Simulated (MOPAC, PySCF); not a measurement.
H$_{6}$GaN$_{3}$, SMILES `[NH2][Ga]([NH2])[NH2]`, neutral singlet in the gas phase. 

Cartesian coordinates (Å):
```xyz
10

N     -1.5904    -0.8595     0.1833
Ga     0.0005     0.0013     0.0078
N      1.5490    -0.9490    -0.0319
N      0.0457     1.8179    -0.0869
H     -2.4728    -0.3911     0.0760
H     -1.6843    -1.8534     0.0693
H      2.4343    -0.5309    -0.2577
H      1.5704    -1.9462    -0.1534
H      0.9004     2.3320     0.0395
H     -0.7529     2.3790     0.1539
```
Charge 0, multiplicity 1.

All levels are single points at this geometry (CAM-B3LYP-D3(BJ)/def2-TZVP); Pople sets use spherical d functions. Orbital energies aren't observables, and empty levels follow the basis.

| level | HOMO (eV) | LUMO (eV) | gap (eV) | dipole (D) | vertical IE, Delta-SCF (eV) |
|---|---|---|---|---|---|
| CAM-B3LYP-D3(BJ)/def2-TZVP in PySCF | -8.11 | 1.05 | 9.16 | 0.32 | 9.04 |
| B3LYP/6-311+G** (LANL2DZ on Ga) in PySCF | -6.56 | -0.29 | 6.27 | 0.33 | – |
| BP86/6-31G* in PySCF | -4.88 | -0.32 | 4.56 | 0.32 | – |
| M06-2X/6-31G* in PySCF | -7.72 | 1.12 | 8.84 | 0.36 | – |
| PM3 in MOPAC | -8.85 | -1.13 | 7.72 | 0.31 | – |
| PM6 in MOPAC | -8.99 | 0.63 | 9.62 | 0.49 | – |
